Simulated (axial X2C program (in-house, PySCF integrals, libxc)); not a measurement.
**Bond lengths and stretching modes, held linear, of TeNC**

Computed with an axial X2C code built on PySCF integrals: two-component X2C with atomic mean-field Coulomb and Gaunt terms, Gaussian nuclei, basis Te dyall-v3z, N dyall-av3z, C dyall-v3z with contracted cores. Spin-free rows use the one-electron spin-free X2C Hamiltonian.

Masses Te 129.906, N 14.003, C 12.000 u. States: 2c Ω = 3/2 (beyond evenly filled blocks: ω = 3/2); spin-free M_S = 1/2, Λ = 1 (beyond evenly filled blocks: π+α, π+β, π-α).

PBE0, 2c: energies above the lowest point

```json
{"r(Te–N) (Å)": "1.9393", "r(N–C) (Å)": "1.1476", "E (meV)": "71.36"}
{"r(Te–N) (Å)": "1.9393", "r(N–C) (Å)": "1.1770", "E (meV)": "24.64"}
{"r(Te–N) (Å)": "1.9393", "r(N–C) (Å)": "1.2064", "E (meV)": "66.90"}
{"r(Te–N) (Å)": "1.9890", "r(N–C) (Å)": "1.1476", "E (meV)": "44.24"}
{"r(Te–N) (Å)": "1.9890", "r(N–C) (Å)": "1.1770", "E (meV)": "0.00"}
{"r(Te–N) (Å)": "1.9890", "r(N–C) (Å)": "1.2064", "E (meV)": "44.92"}
{"r(Te–N) (Å)": "1.9890", "r(N–C) (Å)": "1.2359", "E (meV)": "163.60"}
{"r(Te–N) (Å)": "2.0387", "r(N–C) (Å)": "1.1476", "E (meV)": "65.35"}
{"r(Te–N) (Å)": "2.0387", "r(N–C) (Å)": "1.1770", "E (meV)": "23.00"}
{"r(Te–N) (Å)": "2.0387", "r(N–C) (Å)": "1.2064", "E (meV)": "70.00"}
{"r(Te–N) (Å)": "2.0885", "r(N–C) (Å)": "1.1770", "E (meV)": "83.03"}
{"r(Te–N) (Å)": "2.0885", "r(N–C) (Å)": "1.2359", "E (meV)": "254.31"}
```

**Question.** Fit a quadratic surface with cubic terms in each bond: where is the minimum, and what are the two stretching wavenumbers?

**Answer.** At PBE0, 2c: bonds 1.988 and 1.176 Å; harmonic stretches 485.4 and 2117.1 cm⁻¹; force constants 3.1, 16.6 and coupling 0.23 mdyn/Å.

The other levels and Hamiltonians give:

```
Hamiltonian  level  r(Te–N) (Å)  r(N–C) (Å)  lower stretch (cm⁻¹)  upper stretch (cm⁻¹)
         2c     HF        1.992       1.154                 503.8                2288.9
         2c    PBE        2.010       1.191                 454.8                2006.2
         2c    MP2        1.996       1.188                 488.6                2070.0
  spin-free   PBE0        1.979       1.177                 497.0                2112.8
  spin-free     HF        1.983       1.154                 517.0                2288.4
  spin-free    PBE        1.999       1.192                 468.5                1999.5
  spin-free    MP2        1.988       1.189                 497.2                2065.7
```

Each state is one determinant, the lowest of a limited PBE0 search; the stretches come from a fit to these few points and carry an uncertainty of a few per cent. Other orders of the atoms were not compared. MP2 freezes inner shells (threshold -2 hartree). The molecule was held linear; bending was not examined, so a bent shape may lie lower. Note: functional without a current term on a determinant with orbital currents, of the molecule or an atom.
